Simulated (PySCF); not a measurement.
## Radial density of Cl⁺ (chlorine, charge +1)

r2SCAN0, [Ne] 3s2 3p4, high-spin 3P determinant. Calculation: PySCF 2.14, in aug-cc-pV(D+d)Z (5s4p3d, 32 functions); the non-relativistic Hamiltonian (point nucleus).

| r (bohr) | 4πr²ρ (e/bohr) | 4πr²(ρα − ρβ) |
| --- | --- | --- |
| 0.00127 | 0.06208 | 0.0000 |
| 0.00213 | 0.1711 | 0.0000 |
| 0.00358 | 0.4596 | 0.0000 |
| 0.00603 | 1.198 | 0.0001 |
| 0.0101 | 2.946 | 0.0003 |
| 0.0171 | 6.601 | 0.0008 |
| 0.0287 | 12.61 | 0.0027 |
| 0.0482 | 18.59 | 0.0116 |
| 0.0811 | 18.46 | 0.0490 |
| 0.136 | 13.47 | 0.1629 |
| 0.230 | 16.72 | 0.2977 |
| 0.386 | 17.88 | 0.1370 |
| 0.650 | 6.191 | 0.1051 |
| 1.09 | 4.028 | 1.1591 |
| 1.84 | 3.062 | 1.0545 |
| 3.09 | 0.3968 | 0.1407 |
| 5.20 | 0.004104 | 0.0012 |
| 8.74 | 2.348e-05 | 0.0000 |
